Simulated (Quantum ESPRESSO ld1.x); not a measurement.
The numbers below are computed, except where a source is named.
Ga21+, 10 electrons, occupied as [Ne] (the NIST ground configuration).

Level of theory: Dirac Kohn-Sham, PW91, spin-unpolarised, spherical densities, point nucleus (ld1.x of Quantum ESPRESSO 7.5).

Energy parts (eV):
part                    energy
total                 -45838.7
kinetic                46861.0
electron-nucleus      -99314.2
Hartree                 7975.1
exchange-correlation   -1360.6

Orbitals (lengths in bohr, moments of r in powers of bohr):
\begin{tabular}{lrrr}
orbital & occ. & eigenvalue (eV) & <r> \\ \hline
1s1/2 & 2 & -11132.5 & 0.04856 \\
2s1/2 & 2 & -2115.22 & 0.2136 \\
2p1/2 & 2 & -1980.33 & 0.1841 \\
2p3/2 & 4 & -1951.50 & 0.1874 \\
\end{tabular}

The highest occupied level is 2p3/2 at -1951.5 eV. For comparison, the ionisation energy in NIST's Atomic Spectra Database is 2010 eV (semi-empirical). In exact Kohn-Sham theory the highest level is minus the ionisation energy, but local and semilocal functionals leave it too shallow, through self-interaction and a potential that decays too fast; potentials with the right tail come closer.
